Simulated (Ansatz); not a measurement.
Stepwise reaction of `O[SiH2]C[Si](O)(Cl)Cl` with hydrogen, as a gas-phase model of exchange steps in deposition or etching. ΔE in kJ/mol.

Computed with Ansatz on PBE0-D4/def2-TZVP structures; ΔE is electronic, products minus reactants. CCSD(T)/CBS is the MP2 limit (def2-TZVPP, def2-QZVPP) plus CCSD(T) − MP2 in def2-TZVPP, frozen cores. This one scheme is used for every species. DFT in def2-TZVPP. B3LYP here is the variant with VWN-RPA as its local correlation; programs differ in this. Each species was taken in one conformer, which may not be the lowest.

```json
{"step": "1", "reaction": "`O[SiH2]C[Si](O)(Cl)Cl` + H₂ → `O[SiH2]C[SiH](O)Cl` + HCl", "PBE-D4": "86.3", "B3LYP-D4": "84.5", "ωB97M-V": "86.3", "CCSD(T)/CBS": "84.1"}
{"step": "2", "reaction": "`O[SiH2]C[SiH](O)Cl` + H₂ → `O[SiH2]C[SiH2]O` + HCl", "PBE-D4": "100.6", "B3LYP-D4": "99.7", "ωB97M-V": "101.8", "CCSD(T)/CBS": "99.9"}
```

Question: By hand: ΔE of the 2 steps together at CCSD(T)/CBS.

Answer: (84.1) + (99.9) = 184.0 kJ/mol, or 92.0 kJ/mol a step.

In ΔE each step is higher than the one before. All are uphill at CCSD(T)/CBS. PBE-D4 differs from CCSD(T)/CBS by 0.7 to 2.2 kJ/mol a step. Isolated molecules leave out the surface, adducts and barriers. Largest T1 diagnostic: 0.011.
